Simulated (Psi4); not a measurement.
Pair of molecules, SMILES N#N with SMILES P, pulled apart as rigid monomers along the line of their centres of mass from the B3LYP-D3(BJ)/def2-TZVP minimum (SMILES order as in the coordinates).
Starting geometry (charge 0, multiplicity 1):
```tsv
atom	x (Å)	y (Å)	z (Å)
N	0.6469	-0.2110	-0.5113
N	-0.3349	0.2639	-0.4876
P	0.0248	0.1078	3.5463
H	1.1199	0.6326	2.8130
H	0.0164	-1.1108	2.8201
H	-0.9388	0.7142	2.7001
```

Calculation: SAPT0/jun-cc-pV(D+d)Z in Psi4.

| N2···H6 (Å) | electrostatics (kcal/mol) | exchange (kcal/mol) | induction (kcal/mol) | dispersion (kcal/mol) | total |
|---|---|---|---|---|---|
| 2.95 | -0.81 | … | -0.12 | -1.05 | 0.42 |
| 3.28 | -0.29 | 0.87 | -0.04 | -0.59 | -0.06 |
| 3.76 | -0.07 | 0.19 | -0.01 | … | -0.16 |
| 4.57 | -0.01 | 0.01 | 0.00 | -0.09 | -0.08 |
| 5.87 | 0.00 | 0.00 | 0.00 | -0.02 | -0.02 |

### Question
Some entries are withheld; supply them.

### Answer

- 2.95, exchange (kcal/mol): 2.40
- 3.76, dispersion (kcal/mol): -0.27
